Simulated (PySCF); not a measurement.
Si(F)(Cl)2(OH) (Cl2FHOSi), SMILES O[Si](F)(Cl)Cl. The structure is a stationary point at B3LYP-D3(BJ)/def2-SVP. Other conformers were not sampled.

The numbers are results of B3LYP-D3(BJ)/def2-SVP (PySCF), not measurements.

Harmonic wavenumbers (cm⁻¹): 132, 176, 232, 272, 298, 317, 508, 627, 790, 902, 992, 3870. Rotational constants (GHz): 2.917, 1.894, 1.628; symmetry number 1.

Question: Work out the zero-point energy and the ideal-gas rigid-rotor harmonic-oscillator thermochemistry at 298.15 K and 1 atm.

Answer: ZPE = ½ Σ hcν = ½ × 9115 cm⁻¹ = 54.52 kJ/mol. H − E(el) = 73.89 kJ/mol. Entropy in J/(mol K): translation 169.92, rotation 117.03, vibration 54.34, total 341.30. G − E(el) = -27.86 kJ/mol. Cp = 93.46 J/(mol K). Modes under 150 cm⁻¹ make the vibrational entropy uncertain.
